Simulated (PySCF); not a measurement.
## Nuclear quadrupole coupling in `C[PH2+]c1ccco1`

Species: C₅H₈OP (charge +1).
Z-matrix (Å and degrees, GFN2-xTB geometry), rows numbered from 1:
```
C 
P   1  1.7980
C   2  1.7702  1  111.21
C   3  1.3766  2  135.26  1   147.84
C   4  1.4071  3  105.60  2   178.41
C   5  1.3676  4  106.31  3    -0.23
O   6  1.3317  5  111.04  4     0.07
H   1  1.0921  2  109.76  3   -62.01
H   1  1.0930  2  109.15  3    57.21
H   1  1.0910  2  110.20  3   177.33
H   2  1.3813  1  108.90  3  -123.08
H   2  1.3742  1  111.78  3   121.27
H   4  1.0712  3  127.12  2    -2.07
H   5  1.0703  4  126.60  3   179.45
H   6  1.0732  5  131.44  4   179.87
```

Field gradients from the PBE0/pcSseg-1 density (PySCF, non-relativistic), principal values in atomic units, ordered |Vxx| ≤ |Vyy| ≤ |Vzz|:

```tsv
atom	Vxx	Vyy	Vzz
O7	-0.7223	-0.7575	1.4798
```

**Question.** Find the asymmetry η = (Vxx − Vyy)/Vzz and the couplings χ = eQV/h (234.96 MHz × Q in barn × V in au), with Q(17O) = −0.0256 b.

**Answer.** 
```json
{"atom": "O7", "environment": "furan-type oxygen", "nucleus": "17O", "η": "0.02", "χzz (MHz)": "-8.90", "χxx (MHz)": "4.34", "χyy (MHz)": "4.56"}
```

The gradient is axial or nearly so (η below 0.05) at O7. 

**Question.** What is Vzz at O7 in SI units (1 au = 9.71736 × 10²¹ V/m²)?

**Answer.** 1.4798 au = 14.380 × 10²¹ V/m².

**Question.** And the gradient at the other heavy atoms, for which no coupling is worked out here?

**Answer.** 
```tsv
atom	environment	Vzz (au)	η
C1	sp3 carbon bound to phosphorus	0.243	0.04
P2	phosphonium phosphorus	0.150	0.60
C3	substituted aromatic carbon	0.369	0.30
C4	aromatic CH carbon	0.324	0.33
C5	aromatic CH carbon	0.226	0.53
C6	aromatic CH next to a ring oxygen	-0.423	0.31
```

Were the hydrogens deuterons (Q(2H) = 0.00286 b), χzz would run from 129 kHz (H11) to 230 kHz (H14).

One conformer (not necessarily the lowest) at the GFN2-xTB geometry, without solvent, vibrations or thermal averaging. GFN2-xTB bond lengths can be off by several hundredths of an ångström, more for odd bonds, and the gradients follow them. With a basis this small, the couplings can be 20 % off.
